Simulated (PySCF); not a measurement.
C2H7BFNO, SMILES CN(C)B(O)F.

Geometry: PBE0-D3(BJ)/def2-SVP. The structure was generated by enumeration, and PubChem lists no compound with its InChIKey, so it may never have been made. The values are those of a single conformer.

The numbers are results of PySCF with PBE/def2-TZVP, not measurements.

Symmetry labels are those of the subgroup Cs that the program uses (full group Cs).

Computed valence orbital energies around the gap with their symmetry:
| orbital | symmetry | energy (eV) |
|---|---|---|
| HOMO−7 | A" | -10.29 |
| HOMO−6 | A' | -9.75 |
| HOMO−5 | A" | -9.67 |
| HOMO−4 | A' | -9.42 |
| HOMO−3 | A' | -8.88 |
| HOMO−2 | A' | -8.58 |
| HOMO−1 | A" | -8.17 |
| HOMO | A" | -5.64 |
| LUMO | A' | -0.36 |
| LUMO+1 | A' | 0.72 |
| LUMO+2 | A" | 1.07 |
| LUMO+3 | A' | 1.27 |
